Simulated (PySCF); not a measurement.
Compounds:

A. SMILES Fc1cccc(C#P)c1
B. SMILES O=COC(/C(=C/[SiH2]C)Cl)=O
C. `F[Si](F)(F)C1=CCC=C1`

Spectrum 1. 1H NMR (500 MHz, computed): δ 7.45 (m, 1H), 6.88 (m, 1H), 6.84 (m, 1H), 3.27 (m, 2H). 13C{1H} NMR (computed): δ 162.6 (CH), 142.9 (CH), 139.9 (CH), 135.5 (C), 48.3 (CH2).

Spectrum 2. 1H NMR (500 MHz, computed): δ 7.78 (m, 1H), 7.70 (m, 1H), 7.56 (m, 1H), 7.35 (m, 1H). 13C{1H} NMR (computed): δ 175.0 (C), 172.2 (C), 137.7 (CH), 135.4 (CH), 134.7 (C), 128.6 (CH), 123.5 (CH).

Spectrum 3. 1H NMR (500 MHz, computed): δ 8.23 (s, 1H), 8.22 (t, 1H), 4.55 (m, 2H), 0.39 (t, 3H). 13C{1H} NMR (computed): δ 160.9 (C), 158.8 (CH), 155.1 (CH), 147.3 (C), -8.4 (CH3).

[PySCF: coordinates at the GFN2-xTB level; σ from GIAO-PBE0/pcSseg-1; rapidly exchanging positions averaged; one computed conformer; no relativistic terms; gas phase]

Scale: 1H (31.72 ppm), 13C (186.93 ppm) vs TMS (reference shieldings calculated alike). Splittings of carbon signals by F and P are missing where no couplings were computed. Where no couplings were computed, multiplicities follow the n + 1 count of equivalent neighbours, and m marks all less simple cases (inequivalent or close neighbours, rings, F or P nearby). Shifts are as computed. Against solution values, carbons near 30 ppm lie about +3 ppm off and those near 130 ppm about +5 ppm; carbons on Cl a further +6 ppm. Of 1211 compounds with measured shifts, 218 miss one by over three times the rms of a fit or turn the order of signals round; such compounds aren't used in these exercises. Carbons bonded to Cl come out too deshielded.

Match each spectrum to its structure.

Answers

1–C, 2–A, 3–B.

- Spectrum 1 (C): 5 13C signals; δC 162.6 is an alkene CH; δC 142.9 is an alkene CH.
- Spectrum 2 (A): 7 13C signals; δC 172.2 is an aromatic carbon bearing fluorine; δC 137.7 is an aromatic CH.
- Spectrum 3 (B): 5 13C signals; δC 160.9 is an anhydride carbonyl carbon; δC 158.8 is an anhydride carbonyl carbon.
